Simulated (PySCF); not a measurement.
C6H7F.
Numbering: `[F:1][C@:2]12[CH2:3][C@@H:4]3[C@H:5]([CH2:6]1)[C@H:7]23` (hydrogens: H8, H9 on C3; H10 on C4; H11 on C5; H12, H13 on C6; H14 on C7)

Structure used (GFN2-xTB), in Å, numbered top down from 1:
```
atom  x, y, z in Å
F1     0.1038   -2.0875    1.0198
C2     0.0619   -0.8839    0.3890
C3    -0.8016   -0.7064   -0.8626
C4    -0.8547    0.7538   -0.4469
C5     0.5061    1.1056    0.1336
C6     1.3629   -0.1469    0.0608
C7    -0.5295    0.4258    0.9815
H8    -0.3445   -0.9602   -1.8187
H9    -1.7686   -1.1947   -0.7671
H10   -1.5334    1.5003   -0.8207
H11    0.8606    2.1193    0.2010
H12    1.8463   -0.3938   -0.8841
H13    2.0813   -0.1994    0.8753
H14   -0.9914    0.6676    1.9170
```

The closed-shell SCF was solved with PySCF and density fitting under several settings on one GFN2-xTB geometry (grid level 2 and gas phase unless stated).

```csv
settings,basis functions,SCF cycles,E (Eh),HOMO (eV),LUMO (eV),dipole (D)
PBE0/pcSseg-1,154,12,-332.1894,-7.47,1.68,1.75
PBE0/def2-SVPD,199,12,-332.0072,-7.50,0.93,1.92
"PBE0/ANO-RCC-VDZP, energy threshold 1e-06 Eh",133,7,-332.3267,-7.38,0.62,2.01
```

Estimate the rows for these settings: (1) PBE0/cc-pVDZ, start guess vsap; (2) B97-2/def2-SVPD.

```
                      settings  basis functions  SCF cycles     E (Eh)  HOMO (eV)  LUMO (eV)  dipole (D)
PBE0/cc-pVDZ, start guess vsap              133          13  -332.2487      -7.31       2.14        1.60
               B97-2/def2-SVPD              199          12  -332.2678      -7.24       0.94        1.92
```

Over all rows, what range does the HOMO–LUMO gap span?

From 8.00 eV (PBE0/ANO-RCC-VDZP, energy threshold 1e-06 Eh) to 9.45 eV (PBE0/cc-pVDZ, start guess vsap).

And the dipole moment?

From 1.60 D (PBE0/cc-pVDZ, start guess vsap) to 2.01 D (PBE0/ANO-RCC-VDZP, energy threshold 1e-06 Eh); the largest is 1.26 times the smallest, and the median is 1.92 D.

Compare two rows with the functional PBE0: PBE0/pcSseg-1 and PBE0/cc-pVDZ, start guess vsap. Which energy is lower, and by how much?

PBE0/cc-pVDZ, start guess vsap (133 functions) lies 0.0593 Eh or 37 kcal/mol below PBE0/pcSseg-1 (154 functions). The smaller set gives the lower energy; the two sets aren't nested, so the variational bound doesn't order them by size.

Cycle counts include a coarse-grid stage where the run had one. ANO-RCC sets were contracted for a scalar-relativistic Hamiltonian, but ran non-relativistically here.
